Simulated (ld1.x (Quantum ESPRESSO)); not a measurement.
# neodymium, RRKJ: configuration errors across variants

neodymium, norm-conserving RRKJ (Kleinman–Bylander form), made with ld1.x (Quantum ESPRESSO) 7.5 (Wu–Cohen, fully relativistic). Core [Kr] 4d10, reference 4f4 5s2 5p6 5d0.5 6s1.5 6p0. Waves: 5p (bound): rc 2.60 bohr; 5d (bound): rc 3.15 bohr; 4f (bound): rc 1.50 bohr; 5s (bound): rc 1.80 bohr. Local part: the s channel. Core correction: none.

Open shells are filled in proportion to 2j + 1 (rel_dist='average').

Occupied shells without a wave of their own: 6s. They enter only through the test configuration that unscreens the potential.

All-electron excitation energies from the reference (eV): (1) 4f4 5s2 5p6 5d0 6s2 6p0 -0.830; (2) 4f4 5s2 5p6 5d0 6s1 6p0 4.972; (3) 4f4 5s2 5p6 5d0 6s0 6p0 15.599; (4) 4f5 5s2 5p6 5d0 6s0 6p0 7.417; (5) 4f2 5s2 5p6 5d0 6s0 6p0 78.138; (6) 4f3 5s2 5p6 5d0 6s2 6p0 7.342; (7) 4f3 5s2 5p6 5d0 6s0 6p0 38.034.

For the base: The 6s level has no wave, so the channel is fitted at the deeper level alone: the likely source of the large errors.

Errors AE − PS in meV (a dash: test not solved or not reliable):

| change | (1) | (2) | (3) | (4) | (5) | (6) | (7) | bound ghosts |
| --- | --- | --- | --- | --- | --- | --- | --- | --- |
| base | +55 | -74 | -307 | -110 | +441 | +390 | -326 | not determined |
| wave 4f (bound): rc 1.50 bohr becomes 4f (bound): rc 0.98 bohr | +55 | -76 | -311 | -212 | -982 | +172 | -551 | not determined |
| wave 4f (bound): rc 1.50 bohr becomes 4f (bound): rc 1.16 bohr | +55 | -75 | -310 | -186 | -587 | +232 | -490 | not determined |
| wave 4f (bound): rc 1.50 bohr becomes 4f (bound): rc 1.32 bohr | +55 | -75 | -309 | -155 | -147 | +300 | -421 | not determined |
| wave 4f (bound): rc 1.50 bohr becomes 4f (bound): rc 1.58 bohr | +55 | -74 | -306 | -87 | +718 | +433 | -280 | not determined |
| wave 4f (bound): rc 1.50 bohr becomes 4f (bound): rc 1.82 bohr | +55 | -72 | -304 | -0.4 | +1685 | +585 | -116 | not determined |
| wave 4f (bound): rc 1.50 bohr becomes 4f (bound): rc 1.90 bohr | +56 | -72 | -303 | +17 | +1866 | +614 | -84 | not determined |
| wave 4f (bound): rc 1.50 bohr becomes 4f (bound): rc 2.06 bohr | +56 | -71 | -302 | +99 | +2652 | +740 | +56 | not determined |

(1) Give the same row for: wave 4f (bound): rc 1.50 bohr becomes 4f (bound): rc 2.28 bohr.

## Answers

(1) +56, -70, -300, –, +3541, +888, +221; bound ghosts: not determined. Not counted: 4f5 5s2 5p6 5d0 6s0 6p0 (pseudo-atom not self-consistent, printed error -1430 eV).
